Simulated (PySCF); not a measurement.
Correlation energy of V (vanadium, neutral)

[Ar] 3d3 4s1 4p1, one real determinant (an excited configuration). All numbers are calculated (PySCF 2.14, the spin-free X2C one-electron Hamiltonian (Gaussian nucleus), in ANO-RCC-VTZP (6s5p3d2f1g, 59 functions)). Frozen: [Ne]; 13 electrons correlated.

```json
{"level": "CCSD", "correlation energy (mhartree)": "-360.30"}
{"level": "(T)", "correlation energy (mhartree)": "-8.03"}
{"level": "CCSD(T)", "correlation energy (mhartree)": "-368.33"}
```

Diagnostics: T1 = 0.014, D1 = 0.0577, largest double amplitude 0.036.

The real determinant used has ⟨L²⟩ near 14 against 20 for a pure G term, so it mixes terms.

Cost of the coupled-cluster step: about 10 core-seconds, for 13 correlated electrons.

The basis was made for the ground configuration and has no added diffuse functions, which can raise the energy of the promoted electron.

The reference is one real determinant that mixes LS terms of this configuration.
